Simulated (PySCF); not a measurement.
C5H5Cl, SMILES C1C=CCC=1Cl. Coordinates come from a ωB97X-D3(BJ)/def2-SVP optimisation. One conformer was computed; it need not be the lowest.

Computed with ωB97X-D3(BJ)/def2-SVP in PySCF.

Harmonic wavenumbers (cm⁻¹): 219, 296, 367, 480, 521, 701, 821, 883, 902, 920, 973, 987, 1013, 1116, 1125, 1126, 1246, 1343, 1387, 1408, 1630, 1707, 3084, 3136, 3237, 3259, 3266. Rotational constants (GHz): 8.336, 1.975, 1.613; symmetry number 1.

Question: Work out the zero-point energy and the ideal-gas rigid-rotor harmonic-oscillator thermochemistry at 298.15 K and 1 atm.

Answer: ZPE = ½ Σ hcν = ½ × 37152 cm⁻¹ = 53.11 kcal/mol. H − E(el) = 56.94 kcal/mol. Entropy in cal/(mol K): translation 39.73, rotation 26.90, vibration 7.30, total 73.93. G − E(el) = 34.90 kcal/mol. Cp = 20.97 cal/(mol K).
